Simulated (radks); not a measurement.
Results of a calculation; reference values are marked as such.
Q: Coherent X-ray form factor from a spherical all-electron density. Code: a radial shooting solver on a logarithmic mesh with Libxc functionals. Model: non-relativistic Kohn-Sham, LDA (Slater exchange, Perdew-Wang correlation), spin-unpolarised, spherical densities, point nucleus.

| sin(theta)/lambda (1/angstrom) | f0 (electrons) |
|---|---|
| 0.05 | 69.263 |
| 0.1 | 67.221 |
| 0.15 | 64.271 |
| 0.2 | 60.842 |
| 0.25 | 57.266 |
| 0.3 | 53.758 |
| 0.4 | 47.351 |
| 0.5 | 41.890 |
| 0.6 | 37.229 |
| 0.8 | 29.657 |
| 1 | 24.013 |
| 1.25 | 19.325 |
| 1.5 | 16.479 |
| 2 | 12.938 |

The species is in the configuration that NIST lists as its ground one. Which atom or ion scatters so?

A: The hafnium ion Hf2+, [Xe] 4f14 5d2. Extrapolating in s^2 from the first two rows gives f0(0) = 69.9, near the electron count 70; among species with that count, the fall with angle is slower the higher Z, and the table is that of Z = 72; from so few rows the species is fixed only to a neighbour or two.
